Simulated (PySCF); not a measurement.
**Ionisation energy of Mg⁺ by level of theory**

Mg⁺ [Ne] 3s1 (2S) → Mg²⁺ [Ne] (1S), as a difference of total energies. Computed with PySCF 2.14 in def2-QZVPPD (9s5p5d2f, 63 functions), with the non-relativistic Hamiltonian (point nucleus). Correlated levels: valence and next inner shell: 1s2 frozen. The calculations carry no spin-orbit coupling.

| method | ionisation energy (eV) | error (eV) |
| --- | --- | --- |
| UHF | 14.723 | -0.312 |
| LDA | 15.347 | +0.312 |
| PBE | 15.336 | +0.301 |
| PBE0 | 15.232 | +0.197 |
| r2SCAN | 15.015 | -0.020 |
| r2SCANh | 15.021 | -0.014 |
| BLYP | 15.442 | +0.407 |
| wB97M-V | 15.104 | +0.069 |
| TPSS | 15.078 | +0.043 |
| MP2 (valence and next inner shell) | 14.962 | -0.073 |
| SCS-MP2 (valence and next inner shell) | 14.912 | -0.123 |

Reference: 15.035 eV (measured; NIST Atomic Spectra Database, ionization energies).

Errors of the correlated levels include the incompleteness of this basis and the frozen core.
